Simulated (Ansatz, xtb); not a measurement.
## C6H9NSi: 7 structures ranked

7 gas-phase structures of C6H9NSi, from a drawn sample of its isomers (lower ones may exist). Each was relaxed with GFN2-xTB; where two conformers were screened, the lower at r2SCAN-D4/def2-SVP is listed:

A. `C=Cc1c[nH]c([SiH3])c1`, a singlet
B. `C=Cn1ccc([SiH3])c1`, a singlet
C. `C=Cn1cccc1[SiH3]`, a singlet
D. `C=Cc1cccn1[SiH3]`, a singlet
E. `C=Cc1ccn([SiH3])c1`, a singlet
F. `C=Cc1[nH]ccc1[SiH3]`, a singlet
G. `C=Cc1cc[nH]c1[SiH3]`, a singlet

**Question.** Make a reasoned guess at their ranking by r2SCAN-D4/def2-SVP single-point energy.

**Answer.** Calculated order at r2SCAN-D4/def2-SVP: D (0.000), E (0.039), F (0.170), G (0.262), A (0.292), C (0.516), B (0.540) eV. Less than 1 kcal/mol parts D and E; G and A; C and B, so the order within those pairs means little.

Energies above the lowest of each column, in eV; the last columns are at B3LYP-D3(BJ)/def2-SVP geometries and were run for some of them only (a dash: not run or not comparable):

```json
{"structure": "D", "GFN2-xTB": "0.000", "HF/STO-3G": "0.018", "r2SCAN-D4/def2-SVP": "0.000", "B3LYP-D3(BJ)/def2-SVP": "0.000", "CCSD(T)/def2-SVP + ΔMP2/def2-TZVPP": "0.005"}
{"structure": "E", "GFN2-xTB": "0.058", "HF/STO-3G": "0.000", "r2SCAN-D4/def2-SVP": "0.039", "B3LYP-D3(BJ)/def2-SVP": "0.029", "CCSD(T)/def2-SVP + ΔMP2/def2-TZVPP": "0.000"}
{"structure": "F", "GFN2-xTB": "0.873", "HF/STO-3G": "0.595", "r2SCAN-D4/def2-SVP": "0.170", "B3LYP-D3(BJ)/def2-SVP": "0.238", "CCSD(T)/def2-SVP + ΔMP2/def2-TZVPP": "0.352"}
{"structure": "G", "GFN2-xTB": "0.900", "HF/STO-3G": "0.622", "r2SCAN-D4/def2-SVP": "0.262", "B3LYP-D3(BJ)/def2-SVP": "0.314", "CCSD(T)/def2-SVP + ΔMP2/def2-TZVPP": "0.411"}
{"structure": "A", "GFN2-xTB": "0.942", "HF/STO-3G": "0.606", "r2SCAN-D4/def2-SVP": "0.292", "B3LYP-D3(BJ)/def2-SVP": "–", "CCSD(T)/def2-SVP + ΔMP2/def2-TZVPP": "–"}
{"structure": "C", "GFN2-xTB": "0.753", "HF/STO-3G": "0.719", "r2SCAN-D4/def2-SVP": "0.516", "B3LYP-D3(BJ)/def2-SVP": "–", "CCSD(T)/def2-SVP + ΔMP2/def2-TZVPP": "–"}
{"structure": "B", "GFN2-xTB": "0.807", "HF/STO-3G": "0.687", "r2SCAN-D4/def2-SVP": "0.540", "B3LYP-D3(BJ)/def2-SVP": "–", "CCSD(T)/def2-SVP + ΔMP2/def2-TZVPP": "–"}
```

CCSD(T)/def2-SVP + ΔMP2/def2-TZVPP has D and E within 1 kcal/mol of each other at the bottom, and every level picks one of them. CCSD(T)/def2-SVP + ΔMP2/def2-TZVPP orders those it was run on as E (0.000), D (0.005), F (0.352), G (0.411) eV. Less than 1 kcal/mol parts E and D, so the order within that pair means little. Some further structures that were screened fall inside this span and aren't listed. Flexible structures stand in one conformer each, not always the lowest. Frequencies (GFN2-xTB) were run for D, E, F, G alone. ΔMP2 is the change of the MP2 energy from the smaller to the larger basis.

Over these structures GFN2-xTB departs from r2SCAN-D4/def2-SVP by 0.261 eV on average once a common shift is removed. A GFN2-xTB relaxation took about 0.074 s and the r2SCAN-D4/def2-SVP energy about 4.5 s on a shared host (Ansatz 0.2.0, xtb 6.7.1).
